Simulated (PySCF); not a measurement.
## Atomic charges by several schemes

C6H8OSSi.
Atom-mapped SMILES: `[CH:1]#[C:2][C:3](=[CH2:4])[SiH2:5][O:6][C:7]([CH3:8])=[S:9]` (hydrogens: H10 on C1; H11, H12 on C4; H13, H14 on Si5; H15, H16, H17 on C8)

Geometry (GFN2-xTB, Å), atoms numbered from 1 in this order:
```xyz
17
C6H8OSSi angstrom
C      2.3001   -0.0966    1.6710
C      2.0460   -0.0378    0.4982
C      1.7070    0.0489   -0.8699
C      2.6004   -0.2519   -1.8122
Si    -0.0218    0.6560   -1.3275
O     -0.8277    0.3755    0.0926
C     -2.0733    0.6879    0.3585
C     -2.5453    0.2901    1.7167
S     -3.0276    1.4304   -0.7288
H      2.5394   -0.1527    2.6910
H      3.6007   -0.5765   -1.5733
H      2.3507   -0.1806   -2.8563
H     -0.6317   -0.1418   -2.3870
H     -0.0355    2.0857   -1.6243
H     -1.7257    0.3529    2.4299
H     -3.3756    0.9173    2.0274
H     -2.8873   -0.7454    1.6841
```

Density: PBE0/pcSseg-1 (PySCF); schemes: Mulliken, IAO, Hirshfeld and ESP-fitted. Geometry: GFN2-xTB, one conformer, isolated molecule.

Question: At which atom do the 4 schemes differ most?

Answer: At C3: from -0.589 (Mulliken) to +0.036 e (ESP-fitted), 0.625 e apart.

Question: Which atoms carry the highest charge in the Mulliken, IAO, Hirshfeld and ESP-fitted schemes?

Answer: All schemes agree: Mulliken Si5 (+0.888); IAO Si5 (+0.987); Hirshfeld Si5 (+0.391); ESP-fitted Si5 (+0.492).

Question: For which atoms does the sign change between the 4 schemes (beyond +0.03 e in one, beyond −0.03 e in another)?

Answer: C2 and C3. Atomic charges aren't observables, and each scheme defines them in its own way.

Question: Give the atomic charges in each scheme.

Answer: In e:

```tsv
atom	environment	Mulliken	IAO	Hirshfeld	ESP-fitted
C1	terminal alkyne carbon	-0.369	-0.236	-0.107	-0.443
C2	alkyne carbon	+0.394	-0.017	-0.047	+0.028
C3	fully substituted alkene carbon	-0.589	-0.291	-0.084	+0.036
C4	terminal =CH2 carbon	-0.053	-0.262	-0.067	-0.455
Si5	oxygen-bound silicon	+0.888	+0.987	+0.391	+0.492
O6	silyl ether oxygen	-0.524	-0.529	-0.158	-0.272
C7	thiocarbonyl carbon	+0.019	+0.169	+0.127	+0.386
C8	methyl carbon	-0.200	-0.444	-0.121	-0.544
S9	thiocarbonyl sulfur	-0.150	-0.171	-0.161	-0.301
H10	alkyne hydrogen	+0.044	+0.203	+0.092	+0.312
H11	vinylic hydrogen	+0.126	+0.164	+0.056	+0.216
H12	vinylic hydrogen	+0.116	+0.150	+0.053	+0.199
H13	Si–H hydrogen	-0.078	-0.121	-0.071	-0.093
H14	Si–H hydrogen	-0.063	-0.121	-0.073	-0.086
H15	methyl hydrogen	+0.140	+0.167	+0.053	+0.185
H16	methyl hydrogen	+0.145	+0.174	+0.054	+0.156
H17	methyl hydrogen	+0.154	+0.177	+0.063	+0.183
```

Mean size of the charges over all atoms: ESP-fitted 0.258 e, IAO 0.258 e, Mulliken 0.238 e, Hirshfeld 0.105 e. Each set sums to the total charge, 0, to within 0.001 e. The ESP scheme fits charges at the nuclei, held to the total charge, to the electrostatic potential on points at 1.4 to 2.0 times the van der Waals radii.

Question: Sum the charges by element, for elements with more than one atom.

Answer: 
| element | atoms | Mulliken | IAO | Hirshfeld | ESP-fitted |
| --- | --- | --- | --- | --- | --- |
| C | 6 | -0.798 | -1.081 | -0.298 | -0.991 |
| H | 8 | +0.585 | +0.794 | +0.226 | +1.072 |

Question: How closely do the schemes follow one another over all atoms?

Answer: Correlation coefficient and root-mean-square difference: IAO with Hirshfeld 0.96, 0.214 e; Mulliken with IAO 0.88, 0.162 e; Hirshfeld with ESP-fitted 0.84, 0.204 e; IAO with ESP-fitted 0.83, 0.187 e; Mulliken with Hirshfeld 0.82, 0.237 e; Mulliken with ESP-fitted 0.63, 0.274 e.
